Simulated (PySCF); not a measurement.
Spectrum to structure. Method used: PySCF 2.14.0, density-fitted response routines, TDDFT CAM-B3LYP/def2-SVPD, vertical, gas phase, core orbitals frozen in the response. Geometries: GFN2-xTB, one conformer each.

```tsv
state	E (eV)	f
S1	6.33	0.011
S2	6.58	0.0080
S3	6.86	0.027
S4	7.32	0.036
S5	7.69	0.0042
S6	7.72	0.033
S7	7.81	0.054
S8	7.94	0.049
```

Triplets computed (Tamm–Dancoff): 6.00, 6.32, 6.54 eV.

Question: Which candidate is it? All have the formula C2H9FSSi2.
A. `F[Si@@H](SCC)[SiH3]`
B. `[Si@H](C)(F)S[SiH2]C`
C. `F[SiH2][C@H]([SiH3])CS`

Answer: B. Its S1, at 6.33 eV, is the highest among the candidates; the nearest of the others has S1 at 5.39 eV. S1 is HOMO→LUMO (60%), HOMO→LUMO+1 (22%). Löwdin shares by element: HOMO sulfur 71%, silicon 18%; LUMO silicon 26% or more, sulfur 26%, hydrogen 8% or more, carbon 8% or more (atoms not listed hold the other 31%). At the same level the other candidates give, for their lowest levels:
- `F[SiH2][C@H]([SiH3])CS`: 5.39 eV (f 0.002); 6.07 eV (f 0.029); 6.63 eV (f 0.001); 7.16 eV (f 0.035); 7.37 eV (f 0.036); T1 4.95 eV; HOMO -8.36, LUMO 0.75 eV
- `CCS[Si@H](F)[SiH3]`: 4.90 eV (f 0.005); 5.80 eV (f 0.006); 6.45 eV (f 0.053); 6.70 eV (f 0.037); 6.87 eV (f 0.027); T1 4.61 eV; HOMO -8.27, LUMO 0.06 eV

Shape of the structure used: `[CH3:1][SiH2:2][S:3][Si@@H:4]([CH3:5])[F:6]`: C1–Si2–S3–Si4 179°, Si2–S3–Si4–C5 -163°.
